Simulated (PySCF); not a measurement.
In(F)(Cl)(OH), HClFInO, SMILES [OH][In]([F])[Cl] at its PBE0/def2-SVP optimised geometry (Å):

```
5

In    -0.4352    -0.2113     0.0000
F      1.5165    -0.2113     0.0000
Cl    -1.5165    -2.2576    -0.0001
O     -1.3776     1.5272     0.0000
H     -0.7452     2.2576     0.0035
```

Method: PBE0/def2-TZVP, def2 effective core potentials past Kr in PySCF 2.14.0. The core electrons that the potentials of In replace are not part of the density. Cells within 0.4 Å of a nucleus heavier than hydrogen are left out (blank, or x).

Map of the deformation density (molecule minus spherical neutral atoms) (e/bohr³) on the plane z = 0.0 Å:

```
|222222222222222222222222222|
|222222222222222222222222222|
|222222222222222222222222222|
|222222222111122222222222222|
|222222221111111222222222222|
|222222221100011222222222222|
|222222221231011122222222222|
|222222222398111122222222222|
|222222238xx4211122222222222|
|22222223xxx3211122222222222|
|222222222343211122222222222|
|222222112332111222222222222|
|222222111110111234322222222|
|22222211111xx2133xx22222222|
|22222211111xx4032xx22222222|
|222222222212111234422222222|
|222222222321111222222222222|
|222222222333211122222222222|
|222222232123221122222222222|
|22222223xx12222222222222222|
|22222222xx32222222222222222|
|222222111232222222222222222|
|222221111222222222222222222|
|222222111122222222222222222|
|222222221222222222222222222|
|222222222222222222222222222|
|222222222222222222222222222|
```
Scale: ten equal steps from -0.022 (start of '0') to 0.082 (end of '9'), in the order '0123456789'; x runs from -4.50 to 4.50, y from -4.50 (bottom) to 4.50 (top).
